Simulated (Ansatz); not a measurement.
Reaction (cleavage of the B–B bond): `FB(F)B(F)F` + `N[SiH3]` → `FB(F)N[SiH3]` + `FBF`

Isolated molecules relaxed with PBE0-D4/def2-TZVP in Ansatz; ΔE leaves out vibrations. CBS: MP2 limit from def2 TZ/QZ plus the TZ coupled-cluster correction, frozen cores. This one scheme is used for every species. Functionals use def2-TZVPP. HSE06 is defined as in plane-wave codes. One conformer a species, not always the lowest.

```csv
level,ΔE (kcal/mol),difference from CCSD(T)/CBS
BLYP-D4,-33.8,1.3
r2SCAN-D4,-35.3,-0.2
PBE0-D4,-34.3,0.8
PBE0,-33.9,1.2
HSE06,-34.0,1.1
HF/def2-SVP,-41.3,-6.2
CCSD(T)/def2-SVP,-38.8,-3.7
MP2/def2-TZVPP,-36.5,-1.4
SCS-MP2/def2-TZVPP,-36.2,-1.1
HF/CBS(def2),-38.2,-3.1
CCSD(T)/CBS,-35.1,0
```

Largest T1 diagnostic among the species: 0.014.

From r2SCAN to r2SCAN0 (25 % exact exchange), in def2-TZVPP and without D4, ΔE moves by −1.1 kcal/mol. At CCSD(T), def2-SVP lies −3.7 kcal/mol from the extrapolated value and def2-TZVPP −0.0 kcal/mol. Leaving LDA and LC-ωPBE aside and taking each functional with its dispersion term where it has one, the values, not all of them listed here, spread over 4.9 kcal/mol, from BHLYP-D4 to revPBE-D4. LDA lies −2.1 kcal/mol from PBE without D4.
